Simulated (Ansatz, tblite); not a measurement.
Cost and result up the ladder for the cluster Pb2O⁺ (the lowest doublet isomer of a short search) (3 atoms). The state is a doublet with charge 1. Geometry: PBE-D4/def2-TZVP.

```xyz
3

Pb    0.954    0.051   -1.441
Pb   -0.183    0.192    1.709
O    -0.771   -0.243   -0.268
```

Ansatz on 4 threads of Arm Neoverse V1 on a shared host; xTB runs through tblite on one thread. Times are rough, summed over both states, and most runs start from the orbitals of an earlier one. CCSD(T)/def2-TZVPP serves as the yardstick here, not as an exact answer. The other state is a quartet at its own geometry.

In the def2 sets Pb takes a core potential; there is no spin–orbit coupling. The xTB rows come from tblite. LC-ωPBE has ω = 0.4 bohr⁻¹. B3LYP takes the VWN-RPA correlation. Correlated methods freeze 9 core orbitals; core or outer-core shells of Pb are correlated, in sets that lack core-valence functions. In CCSD on the charge 1 quartet the largest single amplitude is 0.18, so its Hartree–Fock determinant may place the open shell otherwise than the density functionals do. The structure comes from a short search, and lower isomers may exist.

Correlated methods converge slowly with the basis.

xTB has no spin-polarisation term.

```json
{"level": "GFN1-xTB", "functions": "12", "wall time": "0.003 s", "quartet − doublet (eV)": "4.37", "difference from CCSD(T)/def2-TZVPP (eV)": "1.52"}
{"level": "GFN2-xTB", "functions": "12", "wall time": "0.003 s", "quartet − doublet (eV)": "3.56", "difference from CCSD(T)/def2-TZVPP (eV)": "0.71"}
{"level": "PBE-D4/def2-TZVP", "functions": "131", "wall time": "3.5 s", "quartet − doublet (eV)": "2.83", "difference from CCSD(T)/def2-TZVPP (eV)": "-0.03"}
{"level": "BLYP-D4/def2-TZVP", "functions": "131", "wall time": "3.6 s", "quartet − doublet (eV)": "2.82", "difference from CCSD(T)/def2-TZVPP (eV)": "-0.04"}
{"level": "MP2/def2-TZVP", "functions": "131", "wall time": "4.5 s", "quartet − doublet (eV)": "3.45", "difference from CCSD(T)/def2-TZVPP (eV)": "0.59"}
{"level": "RPA@PBE/def2-TZVP", "functions": "131", "wall time": "6.6 s", "quartet − doublet (eV)": "2.62", "difference from CCSD(T)/def2-TZVPP (eV)": "-0.24"}
{"level": "B3LYP-D4/def2-TZVP", "functions": "131", "wall time": "7.7 s", "quartet − doublet (eV)": "2.65", "difference from CCSD(T)/def2-TZVPP (eV)": "-0.20"}
{"level": "PBE-QIDH/def2-TZVP", "functions": "131", "wall time": "8 s", "quartet − doublet (eV)": "2.82", "difference from CCSD(T)/def2-TZVPP (eV)": "-0.03"}
{"level": "LC-ωPBE/def2-TZVP", "functions": "131", "wall time": "8.6 s", "quartet − doublet (eV)": "2.73", "difference from CCSD(T)/def2-TZVPP (eV)": "-0.13"}
{"level": "PBE0-D4/def2-TZVP (with forces)", "functions": "131", "wall time": "9.2 s", "quartet − doublet (eV)": "2.58", "difference from CCSD(T)/def2-TZVPP (eV)": "-0.28"}
{"level": "r2SCAN-D4/def2-TZVP", "functions": "131", "wall time": "13 s", "quartet − doublet (eV)": "2.57", "difference from CCSD(T)/def2-TZVPP (eV)": "-0.29"}
{"level": "r2SCAN0-D4/def2-TZVP", "functions": "131", "wall time": "16 s", "quartet − doublet (eV)": "2.36", "difference from CCSD(T)/def2-TZVPP (eV)": "-0.50"}
{"level": "CCSD(T)/def2-TZVPP", "functions": "131", "wall time": "59 s", "quartet − doublet (eV)": "2.86", "difference from CCSD(T)/def2-TZVPP (eV)": "0.00"}
```
